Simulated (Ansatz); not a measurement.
`[CH3][AlH][CH2][GaH2]` + CH₃SH → `[CH3][AlH][S]C` + `[CH3][GaH2]`  (ligand exchange at the Al–C bond)

Computed with Ansatz on PBE0-D4/def2-TZVP structures; ΔE is electronic, products minus reactants. CBS: MP2 limit from def2 TZ/QZ plus the TZ coupled-cluster correction, frozen cores. This one scheme is used for every species. Functionals use def2-TZVPP. For Ga outer-core shells are correlated without core-valence functions, which leaves a few kJ/mol of doubt a bond. Scalar relativity is left out up to krypton. One conformer a species, not always the lowest.

Q: Is it downhill or uphill in electronic energy at CCSD(T)/CBS, and by how much? (Estimate.)

A: Computed: Downhill: ΔE = -90.0 kJ/mol.

Q: What do these levels give: CAM-B3LYP-D4, PBE0, HF/def2-QZVPP, MP2/def2-QZVPP, HF/CBS(def2), MP2/CBS(def2)? (Estimate.)

A: Computed: CAM-B3LYP-D4 -91.0, PBE0 -91.9, HF/def2-QZVPP -95.1, MP2/def2-QZVPP -91.5, HF/CBS(def2) -95.0, MP2/CBS(def2) -92.3 kJ/mol.

Largest T1 diagnostic among the species: 0.012.

From BLYP to BHLYP (50 % exact exchange), in def2-TZVPP and without D4, ΔE moves by −3.3 kJ/mol. Leaving LDA and LC-ωPBE aside and taking each functional with its dispersion term where it has one, the values, not all of them listed here, spread over 2.6 kJ/mol, from r2SCAN0-D4 to CAM-B3LYP-D4.
